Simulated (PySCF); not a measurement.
Compound: C6H7P.
Numbering: `[PH2:1][c:2]1[cH:3][cH:4][cH:5][cH:6][cH:7]1` (hydrogens: H8, H9 on P1; H10 on C3; H11 on C4; H12 on C5; H13 on C6; H14 on C7)

Structure used (PBE0-D3(BJ)/def2-SVP), in Å, numbered top down from 1:
```xyz
14
C6H7P angstrom
P      2.7299   -0.1181    0.5429
C      0.9446    0.0247    0.1228
C      0.1826   -1.1175   -0.1546
C     -1.1900   -1.0197   -0.3740
C     -1.8243    0.2201   -0.3123
C     -1.0769    1.3620   -0.0285
C      0.2955    1.2642    0.1913
H      3.1822    1.0095   -0.2073
H      3.0810   -1.0512   -0.4790
H      0.6657   -2.0974   -0.2067
H     -1.7672   -1.9204   -0.5975
H     -2.9000    0.2964   -0.4864
H     -1.5645    2.3388    0.0207
H      0.8685    2.1690    0.4137
```

The calculation used core-valence-separated Tamm–Dancoff BHandHLYP/aug-pcX-1 (pcseg-1 on H, def2-SVPD on P) in PySCF, non-relativistic, gas phase, PBE0-D3(BJ)/def2-SVP geometry.

Computed carbon K-edge spectrum, Gaussian lines of 0.5 eV full width, highest printed point 100; it ends one width below the last computed root. No empirical shift is added; at this level the pattern usually sits a few eV under experiment.

(photon energy (eV), absorption): (282.4, 1), (282.5, 3), (282.6, 9), (282.7, 22), (282.8, 43), (282.9, 70), (283.0, 93), (283.1, 100), (283.2, 88), (283.3, 64), (283.4, 38), (283.5, 19), (283.6, 8), (283.7, 3), (283.8, 1), (283.9, 0), (284.0, 0), (284.1, 0), (284.2, 0), (284.3, 0), (284.4, 0), (284.5, 0), (284.6, 0), (284.7, 0), (284.8, 0), (284.9, 0), (285.0, 0), (285.1, 0), (285.2, 0), (285.3, 1), (285.4, 2), (285.5, 5), (285.6, 10), (285.7, 19), (285.8, 28), (285.9, 33), (286.0, 31), (286.1, 24), (286.2, 15), (286.3, 7), (286.4, 3), (286.5, 1), (286.6, 0), (286.7, 0), (286.8, 0)

Question: Assign the maxima to core holes.

Answer: 2 maxima:
- 283.1 eV: C3/C7 (aromatic CH carbon), 283.08 eV, f = 0.156, sum of 2, 45 % of the height at the exact maximum; C4/C6 + C5 (aromatic CH carbon), 283.03 eV, f = 0.127, sum of 2, 35 % of the height at the exact maximum; C2 (substituted aromatic carbon), 283.21 eV, f = 0.082, 1s→π*, 20 % of the height at the exact maximum
- 285.9 eV: C3/C7 (aromatic CH carbon), 285.95 eV, f = 0.052, sum of 2, 45 % of the height at the exact maximum; C4/C6 (aromatic CH carbon), 285.93 eV, f = 0.037, sum of 2, 32 % of the height at the exact maximum; C2 (substituted aromatic carbon), 285.90 eV, f = 0.016, 14 % of the height at the exact maximum

Roots within 0.03 eV on the same or equivalent atoms count as one line; shares under 12 % aren't listed.

Vibrational structure and lifetime widths aren't in the curve. The ionisation threshold wasn't computed; near and above it a finite basis only mimics Rydberg series and continuum.

The run took 24 s wall on an Arm Neoverse V2 with one thread (shared host).

One conformer stands for the species.
